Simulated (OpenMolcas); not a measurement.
Kr III: Slater's ratio, the spin-orbit constant, worked from levels

* Program: OpenMolcas
* Basis: ANO-R2 [6s5p4d3f1g]
* Scalar Hamiltonian: X2C, finite nucleus
* Active space: 4 electrons in 3 orbitals (4p)
* State averaging: 2S+1 = 3 even, 3 roots; 2S+1 = 1 even, 6 roots
* Spin-orbit coupling: state interaction with AMFI integrals over the reference wave functions, term energies averaged over their components

Methods: CASSCF; SS-CASPT2, IPEA 0.25 Eh, imaginary shift 0.1 Eh (closed shells correlated: 3d 4s). Measured levels: Saloman, J. Phys. Chem. Ref. Data 36, 215 (2007).

**Slater's ratio.** With one set of orbitals, p4 has 1D - 3P = 6 F2 and 1S - 1D = 9 F2 (F2 = F²/25), a ratio of 3/2. Term energies are centres of gravity, weighted by 2J + 1.

| Source | 1D - 3P | 1S - 3P | F2 from the first | Ratio |
| --- | --- | --- | --- | --- |
| CASSCF | 15134 | 37065 | 2522 | 1.449 |
| SS-CASPT2 | 12813 | 31923 | 2136 | 1.491 |
| measured | 12538 | 30973 | 2090 | 1.470 |

Energies in cm-1. A ratio away from 3/2 shows effects beyond one configuration with one set of orbitals, and in heavier atoms second-order spin-orbit shifts.

**The spin-orbit constant.** For the Hund term 3P of p4, E(J) = (A/2) J(J+1) + constant and ζ = -2S·A = -2A. From J = 0 to J = 2 the energy changes by 3 A.

```
   Source  E(2) - E(0)        A     ζ
   CASSCF      -5086.2  -1695.4  3391
SS-CASPT2      -5001.8  -1667.3  3335
 measured      -5312.9  -1771.0  3542
```

All in cm-1. SS-CASPT2 is off by -5.9 % and CASSCF by -4.3 %. Both methods take the spin-orbit matrix elements from the reference wave functions, so the second can move ζ only through the term energies and any multistate remixing. Second-order mixing with other terms is absorbed into this ζ.

Term energies are means over components that CASPT2 splits; among the terms shown or strongly mixed into the levels shown the widest spread is 160 cm-1 (4s2 4p4 1D, SS-CASPT2). With the s shell closed, the reference lacks s² → p² mixing. Measured partners are found by configuration, term and J. A level has none where our copy of the source lacks it or the pairing is in doubt (some pairs that miss far off the trend of their configuration count as doubtful), and it then counts in no deviation. Only configurations of the active space appear.
